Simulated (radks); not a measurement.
Spherical quantum dot in the effective-mass picture: electrons in a parabolic well V = omega^2 r^2 / 2 with omega = 1.08, all in effective atomic units (hartree* = m*/eps^2 hartree, bohr* = eps/m* bohr), one dielectric constant everywhere. Calculated with a radial shooting solver with Libxc functionals: non-relativistic Kohn-Sham, r2SCAN, spin-polarised, spherical densities, generalised Kohn-Sham scheme. Levels are named by radial order and angular momentum (1s, 1p, 1d, 2s, ...), and open shells are averaged over m.

N = 12, configuration 1s2 1p6 1d(up 4, down 0). This is the lowest configuration that the search found. Occupied and some empty levels:

level    occupation  eigenvalue (hartree*)  <r> (bohr*)
1s up             1                 7.5692        1.483
1s down           1                 7.6239        1.421
1p up             3                 8.1795        1.834
1p down           3                 8.2951        1.805
1d up             4                 8.8897        2.092
1d down           0                 9.0365        2.082
2s up             0                 9.0679        1.820
2s down           0                 9.1489        1.849
1f up             0                 9.6781        2.305
1f down           0                 9.8431        2.302
2p up             0                 9.9096        2.083
2p down           0                 10.012        2.075

Energy (hartree*): total 67.2119, kinetic 11.490, external 26.334, Hartree 34.940, exchange-correlation -5.5521.

Electron density:

r (bohr*)  n(r) (e/bohr*^3)
0.175                0.1534
0.468                0.1787
0.760                0.2156
1.05                 0.2458
1.34                 0.2521
1.64                 0.2249
1.93                 0.1697
2.22                 0.1059
2.52                0.05374
2.81                0.02201
3.10               0.007208
3.39               0.001901
3.69              0.0004017
